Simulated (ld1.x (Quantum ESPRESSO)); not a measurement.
Reading a pseudo-wave (Ge (Z = 32))

Columns: radius, all-electron u(r) and pseudo u(r) of the 4s shell (level -11.77 eV) of germanium in the configuration [Ar] 3d10 4s2 4p2; Wu–Cohen, scalar-relativistic, RRKJ scheme, ld1.x (Quantum ESPRESSO) 7.5.

```tsv
r (bohr)	all-electron	pseudo
0.120	-0.1991	-0.0415
0.240	-0.0273	-0.0774
0.360	0.2652	-0.1071
0.480	0.3475	-0.1356
0.600	0.2545	-0.1724
0.720	0.0785	-0.2257
0.840	-0.1163	-0.2985
0.960	-0.2962	-0.3871
1.080	-0.4467	-0.4824
1.200	-0.5641	-0.5735
1.320	-0.6498	-0.6508
1.440	-0.7077	-0.7077
1.560	-0.7421	-0.7421
1.680	-0.7573	-0.7573
1.800	-0.7573	-0.7573
1.920	-0.7453	-0.7453
2.040	-0.7245	-0.7245
2.160	-0.6970	-0.6970
2.280	-0.6650	-0.6650
2.400	-0.6300	-0.6300
2.520	-0.5934	-0.5934
2.640	-0.5560	-0.5560
2.760	-0.5187	-0.5187
2.880	-0.4820	-0.4820
3.000	-0.4464	-0.4464
3.120	-0.4122	-0.4122
```

(1) How many radial nodes do the two functions have?

(2) At about which radius was the pseudo-wave matched?

(3) Where does each function peak?

(4) Is the pseudo-wave norm-conserving?

Results:

(1) The all-electron 4s function has n − l − 1 = 3 (the table is too coarse to show those close to the nucleus); the pseudo-wave has 0, since the states of the same l below it are removed with the core.

(2) 1.45 bohr, where the columns begin to agree (steps of 0.12 bohr).

(3) Outermost all-electron maximum near 1.68 bohr, pseudo maximum near 1.68 bohr (to the table’s step).

(4) Yes: the RRKJ scheme keeps the norm inside the radius equal to the all-electron one, which fixes the energy derivative of the logarithmic derivative at the level.
